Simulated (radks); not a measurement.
Species: Ge2+. Configuration: [Ar] 3d10 4s2.

Method: scalar-relativistic Kohn-Sham, BLYP, spin-polarised, spherical densities, point nucleus; computed with a radial shooting solver on a logarithmic mesh with Libxc functionals.

Energy parts (hartree):
| part | energy |
|---|---|
| total | -2098.39667 |
| kinetic | 2136.54903 |
| electron-nucleus | -5035.11906 |
| Hartree | 879.59336 |
| exchange-correlation | -79.41999 |

Orbitals (lengths in bohr, moments of r in powers of bohr):
orbital,occ.,eigenvalue (hartree),<r^4>,<r>
1s,2,-403.6648,0.00002274,0.04700
2s,2,-51.15576,0.004693,0.2101
2p,6,-44.80550,0.003440,0.1837
3s,2,-6.91376,0.3267,0.6243
3p,6,-4.97451,0.4228,0.6470
3d,10,-1.80413,1.132,0.7322
4s,2,-1.07778,28.95,1.942

The highest occupied level is 4s at -29.328 eV. For comparison, the ionisation energy in NIST's Atomic Spectra Database is 34.058 eV (measured). In exact Kohn-Sham theory the highest level is minus the ionisation energy, but local and semilocal functionals leave it too shallow, through self-interaction and a potential that decays too fast; potentials with the right tail come closer.
